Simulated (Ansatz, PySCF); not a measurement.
Potential energy curve for SeB (cation, charge +1), lowest triplet found (which spin is the ground state isn't settled by this scan).

Methods: UCCSD(T) = CCSD(T) on UHF/cc-pVDZ, cores with 3d frozen in Ansatz (a program for electronic structure); UKS-B3LYP/3-21G = unrestricted B3LYP/3-21G run with PySCF 2.14.0; UKS-PBE = Ansatz with unrestricted PBE/cc-pVDZ.

Energies are in kcal/mol, each relative to the lowest point of its own curve between 1.59 and 2.22 Å, where full CI is lowest.

```
R / Å  UCCSD(T)  UKS-B3LYP/3-21G  UKS-PBE
-----  --------  ---------------  -------
1.47       85.2             78.0     80.0
1.59       33.7             30.9     30.9
1.71        9.1              8.5      7.8
1.76        4.0              3.9      3.3
1.86        0.0              0.0      0.0
1.95        1.0              0.6      1.6
2.00        2.8              1.9      3.7
2.04        4.7              3.3      5.8
2.13        9.6              7.3     11.4
2.22       16.6             11.6     17.6
```

At the longest distance, 2.22 Å, UKS-PBE lies highest above its minimum (17.6 kcal/mol) and UKS-B3LYP/3-21G lowest (11.6 kcal/mol).

The scan ran from 1.47 to 6.92 Å; beyond the distances shown full CI changes its symmetry label. The unrestricted determinant behind UCCSD(T) is spin-contaminated at 2.22 Å (<S²> up to 2.4, against 2.00 for a pure triplet).
